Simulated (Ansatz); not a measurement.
**Predicting a hybrid from its neighbours: SiH3Br**

The species is SiH3Br (5 atoms), meant as a singlet with charge 0. SMILES: `[SiH3]Br`. Geometry: relaxed at PBE0-D4/def2-TZVP.

The vertical ionisation energy (to the doublet cation) y, in eV, basis def2-TZVP; a is the functional's share of exact exchange. Programs: Ansatz 0.2.0.

| functional | program | a | y (eV) |
| --- | --- | --- | --- |
| BLYP | Ansatz | 0 | 10.49 |
| PBE | Ansatz | 0 | 10.61 |
| B3LYP | Ansatz | 0.2 | 10.86 |
| r2SCAN0 | Ansatz | 0.25 | ? |
| PBE0 | Ansatz | 0.25 | 10.85 |
| BHLYP | Ansatz | 0.5 | 10.91 |

Q: Fit y = c + s·a to the known rows and predict r2SCAN0.

A: 
1. Means of the 5 rows: a = 0.1900, y = 10.744.
2. Σ(Δa)² = 0.172, Σ(Δa·Δy) = 0.1327, so the slope is 0.1327/0.172 = 0.77151.
3. Intercept: 10.744 − (0.77151) × 0.1900 = 10.597. The largest residual of the fit is 0.11.
4. r2SCAN0: 10.597 + (0.77151) × 0.25 = 10.79 eV.

The run gave 10.95 eV, so the prediction is off by -0.16 eV, about the scatter of the fit. The rows mix families of semi-local functionals, which the line can't see. Spin-orbit coupling is left out.
